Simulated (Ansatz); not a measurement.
System: 3,3-difluorooxetane, C₃H₄F₂O, net charge 0, singlet state. 
Coordinates optimised at B3LYP-D3(BJ)/def2-TZVP (Ansatz, a program for electronic structure):
```
C
F 1 1.3588
F 1 1.3588 2 106.92
C 1 1.5273 2 115.63 3 -130.34
H 4 1.0909 1 114.58 2 -2.06
H 4 1.0909 5 111.11 1 -131.83
O 4 1.4483 5 112.47 6 -127.09
C 7 1.4483 4 92.89 5 -116.82
H 8 1.0909 7 112.47 4 -116.82
H 8 1.0909 9 111.11 7 127.09
```

Computed values are from Ansatz. Cores are frozen in the correlated levels unless marked. UHF or UKS for open shells. No spin-orbit coupling. No relativistic terms. Basis-set limits of correlation are two-point, X^-3; Hartree-Fock from the larger set. [CCSD(T)-MP2]/basis is that difference in the basis named.

Task: What is the T1 diagnostic at CCSD/cc-pVTZ?

Result: 0.011.

Task: What is the dipole moment at CCSD(T)/aug-cc-pVDZ?

Result: 0.39 D.

Task: What is the total energy at RI-MP2/CBS(cc-pVTZ,cc-pVQZ)+[CCSD(T)-MP2]/cc-pVTZ?

Result: -391.2615 Eh.

Task: What is the atomisation energy De at RI-MP2/CBS(cc-pVTZ,cc-pVQZ)+[CCSD(T)-MP2]/cc-pVTZ?

Result: 973.6 kcal/mol.
